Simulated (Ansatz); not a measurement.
`[CH3][SnH]([CH3])[OH]` + H₂ → `[CH3][SnH2][CH3]` + H₂O at 400 K and 1 bar (hydrogenolysis of the Sn–O bond).

Calculated with Ansatz (gas phase, PBE0-D4/def2-TZVP geometries, no zero-point term in ΔE). CCSD(T)/CBS is the MP2 limit (def2-TZVPP, def2-QZVPP) plus CCSD(T) − MP2 in def2-TZVPP, frozen cores. This one scheme is used for every species. Elements past krypton have def2 core potentials. For Sn outer-core shells are correlated without core-valence functions, which leaves a few kJ/mol of doubt a bond. One conformer a species, not always the lowest.

```json
{"species": "`[CH3][SnH]([CH3])[OH]`", "CCSD(T)/CBS energy (Eh)": "-370.14409", "H − E (kJ/mol)": "278.9", "S (J/(mol·K))": "423.4"}
{"species": "H₂", "CCSD(T)/CBS energy (Eh)": "-1.17544", "H − E (kJ/mol)": "38.0", "S (J/(mol·K))": "139.0"}
{"species": "`[CH3][SnH2][CH3]`", "CCSD(T)/CBS energy (Eh)": "-294.93634", "H − E (kJ/mol)": "255.8", "S (J/(mol·K))": "366.3"}
{"species": "H₂O", "CCSD(T)/CBS energy (Eh)": "-76.37941", "H − E (kJ/mol)": "69.8", "S (J/(mol·K))": "198.6"}
```

H − E and S are ideal-gas, rigid-rotor, harmonic terms from PBE0-D4/def2-TZVP, for one conformer and one mirror image of each species. The MP2-based limit puts H₂ 0.8 mEh under its directly extrapolated value; such offsets cancel only in part. 1 Eh = 2625.50 kJ/mol, R = 8.31446 J/(mol·K).

Problem. By hand: ΔE, ΔH, ΔS and ΔG.

Solution. ΔE = (-294.93634) + (-76.37941) − (-370.14409) − (-1.17544) = 0.00378 Eh = 9.9 kJ/mol. Δ(H − E) = 255.8 + 69.8 − 278.9 − 38.0 = 8.7, so ΔH = 18.6 kJ/mol. ΔS = 366.3 + 198.6 − 423.4 − 139.0 = 2.5 J/(mol·K). ΔG = 18.6 − 400 × (2.5)/1000 = 17.6 kJ/mol.

Problem. By hand: the equilibrium constant, and the temperature at which ΔG would vanish if ΔH and ΔS stayed fixed.

Solution. log₁₀ K = −ΔG/(RT ln 10) = -2.3. ΔG = 0 at ΔH/ΔS = 7440 K, far beyond where these terms or the molecules hold.

The number of gas molecules stays the same, so ΔS is small and ΔH decides. A doubt of 5 kJ/mol in ΔE shifts log₁₀ K by 0.7 here. Other conformers and mirror images would add mixing entropy, several J/(mol·K) or more a flexible species. Modes under 60 cm⁻¹, often nearly free rotors, make the harmonic entropy too high. These are equilibria of isolated gas molecules and say nothing of rates. Largest T1 diagnostic: 0.012 (customary marks: 0.02 for closed shells, 0.045 for open ones).
